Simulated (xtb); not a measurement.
1-hydroxysilylpropan-2-one (C3H8O2Si), SMILES C(C(=O)C)[SiH2]O. All values are semi-empirical tight-binding results from xtb (GFN2-xTB unless named), good for trends rather than for accurate numbers. Coordinates come from a GFN2-xTB optimisation. One conformer was computed; it need not be the lowest.

Optimised geometry:

```xyz
14

C      2.3758     0.0735    -0.3156
C      1.0342     0.6012     0.1217
O      0.5505     1.6112    -0.3556
C      0.2964    -0.2303     1.0986
Si    -1.1854    -0.9913     0.1222
O     -1.8450     0.1983    -0.7433
H      2.2616    -0.9481    -0.6726
H      2.7908     0.6961    -1.1042
H      3.0584     0.0616     0.5323
H      0.9249    -0.9828     1.5620
H     -0.1370     0.4049     1.8686
H     -0.6619    -2.0385    -0.7565
H     -2.1818    -1.4725     1.0694
H     -1.3417     1.0146    -0.8463
```
Charge 0, spin multiplicity 1.

```json
{
 "orbital_gap": "3.98 eV",
 "dipole_moment": "2.96 D",
 "zero_point_energy": "64.9 kcal/mol",
 "G − E(el) at 298.15 K (modified RRHO)": "44.4 kcal/mol",
 "static polarisability (D4 model)": "73.5 bohr³",
 "solvation energy, GFN2-xTB/ALPB(water)": "-4.0 kcal/mol",
 "solvation energy, GFN2-xTB/ALPB(hexane)": "-4.4 kcal/mol"
}
```

Q: Give the atomic charges and the Wiberg bond orders between heavy atoms. (An estimate is asked for; the answer gives what the named calculation found.)

A: charges (e) C1 -0.14, C2 0.23, O3 -0.42, C4 -0.19, Si5 0.53, O6 -0.46, H7 0.06, H8 0.06, H9 0.06, H10 0.02, H11 0.05, H12 -0.08, H13 -0.07, H14 0.34. Bond orders C1–C2 1.01, C2–O3 1.77, C2–C4 1.08, C4–Si5 0.76, Si5–O6 1.27.
